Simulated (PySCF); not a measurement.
**UHF on N+ (nitrogen, charge +1)**

Configuration: [He] 2s2 2p2, high-spin 3P determinant. Computed with PySCF 2.14 in cc-pVDZ, with the non-relativistic Hamiltonian (point nucleus).

| Quantity | Value |
| --- | --- |
| Total energy | -53.880468 hartree |
| One-electron energy | -70.0010 hartree |
| Hartree (Coulomb) energy | 22.3195 hartree |
| Exchange energy | -6.1989 hartree |
| Kinetic energy | 53.76581 hartree |
| ⟨S²⟩ | 2.0055 |
| ⟨L²⟩ | 2.009 |
| Sum of ⟨r⟩ | 5.486 bohr |
| Sum of ⟨r²⟩ | 7.930 bohr² |
| Traceless quadrupole moment −½Σ⟨3z² − r²⟩ along its main axis | 0.789 e·bohr² |
| Density at the nucleus (Gaussians lack the cusp) | 198 bohr⁻³ |
| Spin density at the nucleus | 0.214 bohr⁻³ |
| Langevin diamagnetic susceptibility | -6.28 ×10⁻⁶ cm³/mol |
| Time after the integrals | 0.05 s of wall time on 1 thread of Neoverse-V1 (shared host) |

```
shell  electrons  mean orbital energy (eV)  rms radius, mean of both spins (bohr)
 1s α          1                   -444.48                                  0.265
 1s β          1                   -442.42                                  0.265
 2s α          1                   -44.208                                   1.39
 2s β          1                   -35.650                                   1.39
 2p α          2                   -30.373                                   1.40
```
